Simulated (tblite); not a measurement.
Species: C₄H₁₁NSi.
Numbering: `[H]/[N:6]=[CH:5]\[C:2]([CH3:1])([CH3:3])[SiH3:4]` (hydrogens: H7, H8, H9 on C1; H10, H11, H12 on C3; H13, H14, H15 on Si4; H16 on C5; H17 on N6)

Structure used (GFN2-xTB), in Å, numbered top down from 1:
```xyz
17
C4H11NSi angstrom
C     -0.7143   -0.1005    1.3226
C     -0.0277    0.1379   -0.0225
C      0.4024    1.6025   -0.1311
Si     1.5115   -1.0106   -0.1915
C     -0.9195   -0.2002   -1.1741
N     -1.9421   -0.9278   -1.2189
H     -0.0609    0.2022    2.1381
H     -0.9597   -1.1521    1.4657
H     -1.6346    0.4817    1.3912
H      0.8791    1.8005   -1.0892
H     -0.4627    2.2598   -0.0390
H      1.1060    1.8577    0.6590
H      1.0763   -2.4018   -0.0796
H      2.4305   -0.6711    0.8962
H      2.1469   -0.7691   -1.4856
H     -0.6152    0.2357   -2.1241
H     -2.2230   -1.3328   -0.3270
```

All values are computed: GFN2-xTB (tblite) harmonic vibrations without scaling, gas phase. Against measured fundamentals such values can be off by several per cent, at times by over 20. Modes of hydrogen on silicon can be 10 to 20 % off. One conformer, not necessarily the lowest.

Harmonic wavenumbers (cm⁻¹): 79.5, 120.8, 213.4, 217.2, 228.9, 235.4, 294.1, 328.8, 366.7, 508.3, 540.7, 552.9, 628.2, 756.3, 770.9, 774.9, 789.1, 875.2, 970.1, 981.9, 1021.4, 1077.8, 1141.1, 1157.2, 1207.7, 1243.8, 1365.7, 1409.8, 1424.5, 1499.2, 1504.2, 1512.9, 1514.2, 1720.7, 2266.4, 2284.7, 2285.9, 2976.3, 2991.6, 2999.5, 3009.4, 3018.8, 3027.0, 3029.5, 3323.9.

A = 3236, B = 2264, C = 1937 MHz; mass 101.066 u (most abundant isotopes); point group C1, symmetry number 1.

Zero-point energy?

Half the sum of the wavenumbers: 30123 cm⁻¹ = 360.36 kJ/mol.

What is S at 298.15 K and 1 bar for an ideal gas of classical rigid rotors and harmonic oscillators?

Translation 166.42, rotation 115.14, vibration 93.66: S = 375.2 J/(mol K).

And Cp and H(298.15 K) − H(0)?

Cp = 145.21 J/(mol K), of which vibrations give 111.95 (their classical limit is 45 R = 374.2); H(298.15 K) − H(0) = 26.02 kJ/mol without the zero-point energy, 16.11 from vibrations.

How do the functions run with temperature in this model?

```
 T (K)  S (J/(mol K))  Cp (J/(mol K))  H − H(0) (kJ/mol)  G − H(0) (kJ/mol)  ln q(vib)
    50          226.8            44.5               1.84              -9.51       0.15
   100          264.9            68.1               4.65             -21.84       0.77
373.15          410.7           171.4              37.91            -115.33       6.41
   500          466.4           209.8              62.17            -171.01       9.20
   750          562.8           265.7             122.07            -299.99      14.55
  1000          644.7           303.5             193.52            -451.18      19.56
```

q(vib) and H(0) count from the zero-point level.

Which modes carry the vibrational entropy at 298.15 K?

79.5 cm⁻¹: 16.33; 120.8 cm⁻¹: 12.92; 213.4 cm⁻¹: 8.43; 217.2 cm⁻¹: 8.29; 228.9 cm⁻¹: 7.90; 235.4 cm⁻¹: 7.69 J/(mol K); the other 39 give 32.10 together.

Blend soft modes into free rotors: weight 1/[1 + (100 cm⁻¹/ν̃)⁴] for the oscillator and the rest for a rotor with moment μB/(μ + B), μ = h/(8π²ν), B = 10⁻⁴⁴ kg m². What vibrational entropy results?

90.78 J/(mol K) in place of 93.66, which changes −T·S at 298.15 K by +0.86 kJ/mol.

What must be added to the electronic energy to get the Gibbs energy at 298.15 K and 1 bar?

ZPE + [H(298.15 K) − H(0)] − T·S = 360.36 + 26.02 − 111.87 = 274.51 kJ/mol.

Hindered rotation and anharmonicity are outside this model. Other conformers, if any are populated, would add a mixing term that is left out. The structure is chiral; the term R ln 2 for an equal mix with its mirror image is left out.

Time: 0.49 s of wall time. Hardware: one thread of an Arm Neoverse V1, on a shared host. This covers the Hessian and the dipole derivatives.
